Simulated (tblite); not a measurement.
Run record: tight-binding relaxation, `FC(F)=C(F)CC[S]` [radical].

Computed with GFN2-xTB geometry optimisation, gas phase (tblite 0.8.0). Start geometry: from a force field or distance geometry. The input is one job of a driver script: a line of settings, then coordinates in Å.

Command:
```bash
OMP_NUM_THREADS=1 python probes_run.py task.json out
```

Input:
```
{"job": {"kind": "relax", "xc": "GFN2-xTB", "basis": "xTB"}, "charge": 0, "multiplicity": 2}
F      3.082000     0.720200    -0.395100
C      1.980300    -0.035700    -0.161500
F      2.117700    -1.388100    -0.145600
C      0.806800     0.550800     0.083000
F      0.760500     1.896100     0.101600
C     -0.461900    -0.210300     0.389900
C     -1.478400    -0.050400    -0.745700
S     -2.986200    -1.006000    -0.330200
H     -0.227000    -1.273800     0.567100
H     -0.866900     0.179900     1.339500
H     -1.697800     1.011200    -0.886900
H     -1.028000    -0.394600    -1.680200
```

Output:
```
step      E/eV     max force
  0    -761.01725    1.542
  1    -761.09776    0.926
  2    -761.16688    0.663
  3    -761.18181    0.481
  4    -761.19689    0.547
  5    -761.20245    0.301
  6    -761.20725    0.182
  7    -761.20867    0.100
  8    -761.20957    0.068
  9    -761.21012    0.055
... (10 lines left out)
 20    -761.21124    0.017
 21    -761.21128    0.021
 22    -761.21134    0.028
 23    -761.21142    0.029
 24    -761.21149    0.021
 25    -761.21154    0.019
 26    -761.21157    0.015
 27    -761.21160    0.019
 28    -761.21162    0.016
 29    -761.21164    0.008
```

«max force» is the largest atomic force in eV/Å.

Summary of the converged run: energy lowered by 4.5 kcal/mol over 29 steps; largest atomic force 0.008 eV/Å at the end.

Problem. Give the final coordinates.

Solution. 0.057 Å rms from the input after alignment:
```
atom  x, y, z in Å
F1     3.1032    0.6406   -0.4309
C2     1.9862   -0.0116   -0.1545
F3     2.1898   -1.3239   -0.1649
C4     0.8060    0.5318    0.1170
F5     0.6931    1.8741    0.0965
C6    -0.4529   -0.2121    0.4177
C7    -1.4591   -0.0479   -0.7275
S8    -2.9826   -0.9428   -0.3965
H9    -0.2246   -1.2672    0.5691
H10   -0.8910    0.1906    1.3342
H11   -1.7178    1.0039   -0.8628
H12   -1.0492   -0.4363   -1.6614
```

Hardware: one thread, Intel Xeon Platinum 8259CL at 2.50 GHz (x86_64) (shared host). Cost: 0.28 s wall.
Labels such as C1 count atoms from 1, the log's own numbers from 0.
